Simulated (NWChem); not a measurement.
System: sulfuric acid (H2SO4); SMILES O=S(=O)(O)O

Input file for NWChem:

```
start job
memory heap 200 mb stack 900 mb global 1100 mb
geometry units angstroms noautosym nocenter noautoz
  O      0.821928     0.951370     0.806994
  S     -0.191319    -0.000173    -0.001061
  O     -0.853200     0.788207    -1.003759
  O     -0.862057    -0.789230     0.995200
  O      0.830625    -0.950738    -0.799301
  H      1.082782     1.682592     0.224934
  H      1.086593    -1.681661    -0.214690
end
basis spherical
  * library 6-31g*
end
dft
  xc hfexch
  iterations 150
  mulliken
end
task dft energy
esp
  recalculate
  probe 0.07
  range 0.3
  factor 1.0
  spacing 0.02
end
task esp
```

Output (shortened):

```
             Northwest Computational Chemistry Package (NWChem) 7.3.0
             --------------------------------------------------------

                             Geometry "geometry" -> ""
                             -------------------------

 Output coordinates in angstroms (scale by  1.889725989 to convert to a.u.)

  No.       Tag          Charge          X              Y              Z
 ---- ---------------- ---------- -------------- -------------- --------------
    1 O                    8.0000     0.82192800     0.95137000     0.80699400
    2 S                   16.0000    -0.19131900    -0.00017300    -0.00106100
    3 O                    8.0000    -0.85320000     0.78820700    -1.00375900
    4 O                    8.0000    -0.86205700    -0.78923000     0.99520000
    5 O                    8.0000     0.83062500    -0.95073800    -0.79930100
    6 H                    1.0000     1.08278200     1.68259200     0.22493400
    7 H                    1.0000     1.08659300    -1.68166100    -0.21469000

 Effective nuclear repulsion energy (a.u.)     286.6119762500

  xc_inp: hfexch multiplicative factor not found.

                                 NWChem DFT Module
                                 -----------------

 Summary of "ao basis" -> "ao basis" (spherical)
 ------------------------------------------------------------------------------
       Tag                 Description            Shells   Functions and Types
 ---------------- ------------------------------  ------  ---------------------
 O                           6-31g*                  6       14   3s2p1d
 S                           6-31g*                  8       18   4s3p1d
 H                           6-31g*                  2        2   2s

            General Information
            -------------------
          SCF calculation type: DFT
          Wavefunction type:  closed shell.
          No. of atoms     :     7
          No. of electrons :    50
           Alpha electrons :    25
            Beta electrons :    25
          Charge           :     0
          Spin multiplicity:     1
          Use of symmetry is: off; symmetry adaption is: off
          Maximum number of iterations: 150
          AO basis - number of functions:    78
                     number of shells:    36
          Convergence on energy requested:  1.00D-06
          Convergence on density requested:  1.00D-05
          Convergence on gradient requested:  5.00D-04

              XC Information
              --------------
                     Hartree-Fock (Exact) Exchange  1.000

      Superposition of Atomic Density Guess
      -------------------------------------

 Sum of atomic energies:        -697.46955496

      Non-variational initial energy
      ------------------------------

 Total energy =    -699.586861
 1-e energy   =   -1533.711063
 2-e energy   =     547.512226
 HOMO         =      -0.426402
 LUMO         =       0.095488

     ---------------------------------------------
      Total Density - Mulliken Population Analysis
     ---------------------------------------------

    Atom       Charge   Shell Charges
 -----------   ------   -------------------------------------------------------
    1 O    8     8.86   2.00  0.93  3.01  0.93  1.99  0.02
    2 S   16    13.53   2.00  2.00  5.97  0.96  1.87 -0.01  0.32  0.43
    3 O    8     8.92   2.00  0.96  3.08  0.93  1.93  0.02
    4 O    8     8.92   2.00  0.96  3.08  0.93  1.93  0.02
    5 O    8     8.86   2.00  0.93  3.01  0.93  1.99  0.02
    6 H    1     0.46   0.35  0.11
    7 H    1     0.46   0.35  0.11

[...]

                     NWChem Electrostatic Potential Fit Module
                     -----------------------------------------

 Atom parameters

 Number of atoms is                                    7
 Number of basis functions is                         78

 Grid parameters

 Maximum number of grid points is                  31992
 Number of grid points is                          31991
 Grid range                                     0.300000 nm
 Grid spacing                                   0.020000 nm
 Probe radius                                   0.070000 nm
 Atom radius factor                             1.000000

 Atomic radii

    1    0.100000
    8    0.136000
   16    0.174000
 FASTESP  F
  using M.O. file = ./job.movecs

    Atom              Coordinates                           Charge

                                                  ESP

    1 O     0.082193    0.095137    0.080699   -0.625598
    2 S    -0.019132   -0.000017   -0.000106    1.468390
    3 O    -0.085320    0.078821   -0.100376   -0.580758
    4 O    -0.086206   -0.078923    0.099520   -0.581142
    5 O     0.083063   -0.095074   -0.079930   -0.625476
    6 H     0.108278    0.168259    0.022493    0.472241
    7 H     0.108659   -0.168166   -0.021469    0.472343
                                            ------------
                                               -0.000000

 Dipole moment                                  1.334905

 Quadrupole moment Qxx                         -1.574547
                   Qyy                         15.466606
                   Qzz                        -13.892059

 RMS deviation kJ/mol                           0.055373

 RRMS %                                        12.936215
```

Level: Hartree-Fock/6-31G* (spherical d). Coordinates come from a PBE0/def2-SVP optimisation.
